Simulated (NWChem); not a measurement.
Basis-set convergence for CH₄OPb

```xyz
7

Pb     0.2001     0.4132     0.0000
H      1.6658    -0.7599     0.0000
O     -1.2025    -1.1532     0.0000
C     -0.9583    -2.5198     0.0000
H     -1.4138    -3.0010     0.8883
H     -1.4138    -3.0010    -0.8883
H      0.1200    -2.7801     0.0000
```
Charge 0, spin multiplicity 1.

The numbers come from NWChem runs, not from measurements. Structure: optimised with PBE0/def2-SVP with def2 effective core potentials on Pb, a minimum by its harmonic frequencies. It is one conformer; others weren't searched.

Quantity: LUMO energy at the level PBE0.

Effective core potentials replace the inner electrons of Pb; spin-orbit coupling is left out. The structure started from a generated list of species.

The cost column gives rough processor time relative to def2-SVP; each entry includes its own SCF.

```
basis       functions  LUMO energy (eV)  relative cost
----------  ---------  ----------------  -------------
def2-SVP           74             -2.36              1
def2-SVPD         107             -2.48        under 3
def2-TZVP         136             -2.46              6
def2-TZVPP        168             -2.46              9
def2-TZVPD        169             -2.49              9
```

Smallest basis within 0.2 eV of def2-TZVPD, the largest set run: def2-SVP, with 74 functions against 169 and about 10 % of the time (also within reach: def2-SVPD, def2-TZVP, def2-TZVPP). def2-TZVPD isn't the basis-set limit itself, and a small set can land close by cancellation.
